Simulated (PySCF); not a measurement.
**A ladder of Hamiltonians for Pm⁴³⁺ (promethium, charge +43)**

Occupied: 1s1/2, 2s1/2, 2p1/2, 2p3/2, 3s1/2, 3p1/2, 3p3/2. Hartree-Fock calculated with PySCF 2.14 in an uncontracted even-tempered set (17 s from 4.3 bohr⁻², ratio 2.7; 14 p from 5.2 bohr⁻², ratio 2.7), Gaussian nucleus throughout. NR is non-relativistic, sf-X2C the spin-free one-electron X2C Hamiltonian, X2C adds the bare one-electron spin-orbit term, X2C-SNSO screens it by Boettger's factors, DC is four-component Dirac-Coulomb, and the Gaunt and Breit terms are added at first order (total energies over the DC spinors, levels after relaxing the spinors in that mean field). QED terms are absent. Levels marked empty are virtual spinors of this ion; the basis has s and p functions only, so 3d, which can lie below the n = 4 levels, is absent.

| Hamiltonian | E (hartree) | E − E(DC) (hartree) | CPU seconds |
| --- | --- | --- | --- |
| NR | -8053.7191 | 360.1474 | 0.48 |
| sf-X2C | -8405.6444 | 8.2220 | 0.36 |
| X2C | -8411.2887 | 2.5778 | 0.36 |
| X2C-SNSO | -8410.9069 | 2.9596 | 0.36 |
| DC | -8413.8665 | 0.0000 | 18 |
| DC+Gaunt | -8405.0610 | 8.8055 | 30 |
| DC+Breit | -8405.9200 | 7.9465 | 85 |

Q: Give the 3p spin-orbit interval with each Hamiltonian that has one.

A: X2C 146.7; X2C-SNSO 141.6; DC 141.2; DC+Gaunt 139.5; DC+Breit 139.5 (eV).

| level (eV) | NR | sf-X2C | X2C | X2C-SNSO | DC | DC+Gaunt | DC+Breit |
| --- | --- | --- | --- | --- | --- | --- | --- |
| 1s1/2 | -45608.2 | -48026.4 | -48019.2 | -48019.6 | -48067.0 | -47934.2 | -47944.1 |
| 2s1/2 | -9381.0 | -10033.7 | -10031.6 | -10031.7 | -10037.7 | -10023.8 | -10024.8 |
| 2p1/2 | -9039.5 | -9240.0 | -9655.8 | -9640.6 | -9643.2 | -9620.3 | -9622.6 |
| 2p3/2 | -9039.5 | -9240.0 | -9060.4 | -9066.1 | -9070.9 | -9054.9 | -9057.2 |
| 3s1/2 | -3630.8 | -3820.9 | -3820.3 | -3820.3 | -3821.7 | -3818.5 | -3818.8 |
| 3p1/2 | -3489.2 | -3563.4 | -3665.5 | -3661.8 | -3662.4 | -3657.0 | -3657.7 |
| 3p3/2 | -3489.2 | -3563.4 | -3518.8 | -3520.2 | -3521.3 | -3517.5 | -3518.2 |
| 4s1/2 (empty) | -1829.3 | -1899.7 | -1899.6 | -1899.6 | -1900.0 | -1898.9 | -1899.0 |
| 4p1/2 (empty) | -1777.1 | -1808.4 | -1844.4 | -1843.1 | -1843.3 | -1841.3 | -1841.6 |
| 4p3/2 (empty) | -1777.1 | -1808.4 | -1792.7 | -1793.2 | -1793.5 | -1792.1 | -1792.4 |

Weight of the small component: 1s1/2 0.0513, 2s1/2 0.0115, 2p1/2 0.0115, 2p3/2 0.0107, 3s1/2 0.00422, 3p1/2 0.00414, 3p3/2 0.00395, 4s1/2 0.00190, 4p1/2 0.00191, 4p3/2 0.00183.

Koopmans' value for the highest occupied level at DC+Breit: 3518.2 eV, against an ionisation energy of 3519 ± 4 eV (theoretical estimate listed by NIST; NIST Atomic Spectra Database, ionization energies); the former lacks relaxation, correlation, QED and recoil.

The whole ladder took 140 s of wall time on 1 thread of Neoverse-N1 (shared host), launched as `OMP_NUM_THREADS=1 python relrun2.py TASK.json OUT` (a driver that calls PySCF for each Hamiltonian).
